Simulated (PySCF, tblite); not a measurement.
Species: C2H8N2Si2.
Numbering: `[N:1]#[C:2][SiH2:3][NH:4][CH2:5][SiH3:6]` (hydrogens: H7, H8 on Si3; H9 on N4; H10, H11 on C5; H12, H13, H14 on Si6)

Jobs on this species (14 atoms, 62 electrons) with PySCF (density fitting) and tblite. Hardware of each: an Arm Neoverse N1 with one thread, shared host. Other jobs ran on the host; a repeat could differ by tens of per cent or more.

```json
{"level and settings": "PBE0/pcSseg-1", "work": "shieldings, charges and field gradients", "basis functions": "156", "SCF cycles": "?", "wall time": "?"}
{"level and settings": "GFN2-xTB", "work": "Hessian by finite differences", "basis functions": "–", "SCF cycles": "–", "wall time": "0.71 s"}
{"level and settings": "GFN2-xTB", "work": "L-BFGS relaxation", "basis functions": "–", "SCF cycles": "–", "wall time": "?"}
{"level and settings": "PBE0/def2-SVPD", "work": "8 singlets by full TDDFT, 3 Tamm–Dancoff triplets, polarisability, density and orbital grids written", "basis functions": "192", "SCF cycles": "14", "wall time": "59 s"}
```

Fill in the missing figures.

- PBE0/pcSseg-1; shieldings, charges and field gradients: 33 s, 14 SCF cycles
- GFN2-xTB; L-BFGS relaxation: 1.2 s

What do all jobs in the table cost together?

About 94 s; the longest takes about 63 % of that, and about 83 times as long as the shortest.
